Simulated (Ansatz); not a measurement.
Na5O3, 8 atoms. Hardware: 4 threads of Arm Neoverse V1 on a shared host.

Correlated methods freeze 8 core orbitals; core or outer-core shells of Na are correlated, in sets that lack core-valence functions.

How many basis functions does each of these Ansatz runs have, and roughly what does it cost? HF/def2-TZVP, charge 0 doublet, energy, from earlier orbitals; CCSD(T)/def2-SVP, charge 0 doublet, energy, from earlier orbitals; B2PLYP/def2-TZVP, charge 0 doublet, energy, from earlier orbitals; HF/STO-3G, charge 0 doublet, energy; MP2/def2-TZVP, charge 0 doublet, energy, from earlier orbitals; PBE0-D4/def2-SVP, charge 0 doublet, energy, from earlier orbitals; r2SCAN-D4/def2-TZVP, charge 0 doublet, energy, from earlier orbitals; r2SCAN-D4/def2-SVP, charge 0 doublet, relaxation, 19 steps; PBE-D4/def2-SVP, charge 0 doublet, energy with a search over starts; PBE0-D4/def2-TZVP, charge 0 doublet, energy, from earlier orbitals; PBE-D4/def2-SVP, charge 0 doublet, energy, from earlier orbitals; PBE-D4/def2-TZVP, charge 0 doublet, energy and forces, from earlier orbitals.

Other jobs shared the machine, so times can vary by a factor of up to 3. A dash marks memory too small to be measured apart from the calling script's.

| run | functions | fitting or Cholesky vectors | wall time | peak host memory (GiB) |
| --- | --- | --- | --- | --- |
| HF/STO-3G, charge 0 doublet, energy | 60 | 654 | 0.65 s | – |
| PBE-D4/def2-SVP, charge 0 doublet, energy, from earlier orbitals | 117 | 1304 | 3.8 s | – |
| PBE0-D4/def2-SVP, charge 0 doublet, energy, from earlier orbitals | 117 | 1059 | 7 s | – |
| PBE-D4/def2-TZVP, charge 0 doublet, energy and forces, from earlier orbitals | 253 | 1838 | 11 s | 0.58 |
| PBE-D4/def2-SVP, charge 0 doublet, energy with a search over starts | 117 | 1304 | 17 s | – |
| PBE0-D4/def2-TZVP, charge 0 doublet, energy, from earlier orbitals | 253 | 1883 | 18 s | 1.3 |
| MP2/def2-TZVP, charge 0 doublet, energy, from earlier orbitals | 253 | 2044 | 19 s | 1 |
| r2SCAN-D4/def2-TZVP, charge 0 doublet, energy, from earlier orbitals | 253 | 1838 | 20 s | 0.71 |
| B2PLYP/def2-TZVP, charge 0 doublet, energy, from earlier orbitals | 253 | 2044 | 22 s | 1.1 |
| HF/def2-TZVP, charge 0 doublet, energy, from earlier orbitals | 253 | 2146 | 22 s | 1.8 |
| r2SCAN-D4/def2-SVP, charge 0 doublet, relaxation, 19 steps | 117 | 1304 | 2 min | – |
| CCSD(T)/def2-SVP, charge 0 doublet, energy, from earlier orbitals | 117 | 1059 | 2.6 min | 2.5 |
